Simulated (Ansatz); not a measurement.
`BO[Si](C)(C)C`, 17 atoms. Charge 0, multiplicity 1. All runs use 4 threads of an Arm Neoverse V2 on a shared host. Correlated methods freeze the cores.

Q: How many basis functions does each run have, and how long does it take in Ansatz? RKS PBE0-D4/def2-SVP energy; RKS ωB97M-V/def2-SVP energy; RHF-MP2/def2-TZVPP energy; RKS PBE0-D4/def2-TZVP relaxation (7 steps); RHF-MP2/def2-QZVPP energy; RHF-CCSD(T)/def2-SVP energy; RKS HSE06 (plane-wave form)-D4/def2-TZVPP energy; RKS PBE0-D4/def2-QZVPP energy; RKS r2SCAN-D4/def2-TZVPP energy and forces; RKS ωB97M-V/def2-QZVPP energy; RKS ωB97M-V/def2-TZVPP energy and forces; RKS PBE0-D4/def2-TZVPP energy. (Best estimate.)

A: The calculation gave: Other jobs shared the machine, so times are rough.

```csv
level,job,functions,wall time,peak host memory (GiB)
RKS PBE0-D4/def2-SVP,energy,143,2.1 s,0.74
RKS PBE0-D4/def2-TZVPP,energy,351,6.5 s,1.1
RKS HSE06 (plane-wave form)-D4/def2-TZVPP,energy,351,7 s,1.2
RKS ωB97M-V/def2-SVP,energy,143,8 s,0.74
RHF-MP2/def2-TZVPP,energy,351,9 s,1.2
RKS r2SCAN-D4/def2-TZVPP,energy and forces,351,9.5 s,0.63
RKS PBE0-D4/def2-QZVPP,energy,685,22 s,3.1
RKS ωB97M-V/def2-TZVPP,energy and forces,351,24 s,1.8
RHF-CCSD(T)/def2-SVP,energy,143,26 s,1.2
RKS ωB97M-V/def2-QZVPP,energy,685,45 s,3.9
RKS PBE0-D4/def2-TZVP,relaxation (7 steps),258,50 s,0.85
RHF-MP2/def2-QZVPP,energy,685,71 s,7.1
```
